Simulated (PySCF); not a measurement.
1,1,1-trifluoro-2,3-epoxypropane, C3H3F3O.
SMILES with atom numbers: `[F:1][C:2]([F:3])([F:4])[C@@H:5]1[CH2:6][O:7]1` (hydrogens: H8 on C5; H9, H10 on C6)

Method: PBE0-D3(BJ)/def2-SVP geometry optimisation, gas phase in PySCF 2.14.0; density fitting, grid level 1; the optimiser is geomeTRIC in internal coordinates, started from a GFN2-xTB structure with every atom displaced at random (about 0.01 Å).

Step 2: E = -13333.0367 eV
```
atom  x, y, z in Å  |  force x, y, z in eV/Å
F1     -1.4871    1.0448    0.3782    0.042   0.081   0.136
C2     -1.1525   -0.0008   -0.3653    0.083  -0.026  -0.285
F3     -1.5741    0.2291   -1.6128   -0.041   0.040   0.022
F4     -1.8130   -1.0650    0.0880    0.001  -0.148   0.096
C5      0.3376   -0.2499   -0.3746   -0.229   0.058  -0.184
C6      1.1747    0.0973    0.7677    0.071  -0.027  -0.115
O7      1.1213    0.9076   -0.3886    0.059  -0.016   0.066
H8      0.6175   -1.0456   -1.0830    0.032   0.018   0.157
H9      0.7151    0.5168    1.6699    0.013   0.016   0.005
H10     2.1121   -0.4562    0.9026   -0.032   0.005   0.102
```

Step 3: E = -13333.0461 eV
```
atom  x, y, z in Å  |  force x, y, z in eV/Å
F1     -1.4479    1.0335    0.4093   -0.079   0.004   0.004
C2     -1.1436    0.0004   -0.3694    0.068  -0.019  -0.180
F3     -1.6048    0.2542   -1.5987   -0.015  -0.016   0.166
F4     -1.7814   -1.0781    0.0933   -0.036   0.020  -0.030
C5      0.3417   -0.2497   -0.4002   -0.058   0.132   0.023
C6      1.1575    0.0999    0.7589    0.074  -0.032  -0.056
O7      1.1395    0.9000   -0.4038    0.003  -0.033   0.012
H8      0.6303   -1.0566   -1.0855    0.025  -0.050   0.032
H9      0.6766    0.5336    1.6435    0.015   0.005  -0.005
H10     2.0838   -0.4591    0.9348    0.003  -0.011   0.035
```

Task: Estimate the geometry and energy of step 4. (The exact step hangs on the optimiser's Hessian estimate; all steps are aligned on step 3, rigid shifts and turns removed.)

Result: E = -13333.0484 eV, largest force 0.115 eV/Å
```
atom  x, y, z in Å  |  force x, y, z in eV/Å
F1     -1.4665    1.0276    0.4091    0.016   0.008   0.005
C2     -1.1470    0.0023   -0.3763   -0.075  -0.003   0.013
F3     -1.6169    0.2598   -1.5989    0.088  -0.009   0.066
F4     -1.7812   -1.0823    0.0799    0.007  -0.018  -0.022
C5      0.3400   -0.2442   -0.3972   -0.019   0.113   0.007
C6      1.1652    0.1001    0.7582   -0.041   0.026  -0.003
O7      1.1469    0.8993   -0.4040    0.003  -0.047  -0.026
H8      0.6307   -1.0599   -1.0698    0.015  -0.052  -0.031
H9      0.6943    0.5420    1.6440   -0.003   0.000  -0.002
H10     2.0862   -0.4668    0.9371    0.010  -0.018  -0.007
```

The energy changes by -0.0023 eV. The first-order estimate −F·Δx gives -0.0055 eV and the mean of the old and new forces, exact on a quadratic surface, -0.0024 eV. The step makes an angle of 67° with the force vector and moves no atom by more than 0.020 Å.

The cost below is that of the whole optimisation. Time: 83 s; peak memory 0.47 GiB. Hardware: Arm Neoverse N1, one thread, no GPU, on a shared host.
